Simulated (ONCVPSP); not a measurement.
**Reading a pseudo-wave (molybdenum (Mo))**

Columns: radius, all-electron u(r) and pseudo u(r) of the 4p shell (level -56.75 eV) of molybdenum in the configuration [Ar] 3d10 4s2 4p6 4d4; PBE, scalar-relativistic, ONCV scheme, ONCVPSP 4.0.1.

```
r (bohr)  all-electron  pseudo
   0.100        0.3072  0.0232
   0.200       -0.2319  0.0904
   0.300       -0.5317  0.1946
   0.400       -0.4138  0.3252
   0.500       -0.0860  0.4690
   0.600        0.2769  0.6126
   0.700        0.5853  0.7430
   0.800        0.8093  0.8502
   0.900        0.9483  0.9271
   1.000        1.0145  0.9707
   1.100        1.0244  0.9813
   1.200        0.9941  0.9618
   1.300        0.9377  0.9178
   1.400        0.8659  0.8557
   1.500        0.7868  0.7825
   1.600        0.7058  0.7044
   1.700        0.6269  0.6265
   1.800        0.5522  0.5521
   1.900        0.4831  0.4831
   2.000        0.4204  0.4204
   2.100        0.3640  0.3640
   2.200        0.3139  0.3139
   2.300        0.2698  0.2698
   2.400        0.2312  0.2312
   2.500        0.1975  0.1975
   2.600        0.1684  0.1684
```

Q: How many radial nodes do the two functions have?

A: The all-electron 4p function has n − l − 1 = 2; the pseudo-wave has 0, since the states of the same l below it are removed with the core.

Q: At about which radius was the pseudo-wave matched?

A: 2.00 bohr. The columns agree to 0.0005 from 1.70 bohr on; several derivatives are matched, so the curves merge somewhat inside the radius.

Q: Is the pseudo-wave norm-conserving?

A: Yes: the ONCV scheme keeps the norm inside the radius equal to the all-electron one, which fixes the energy derivative of the logarithmic derivative at the level.
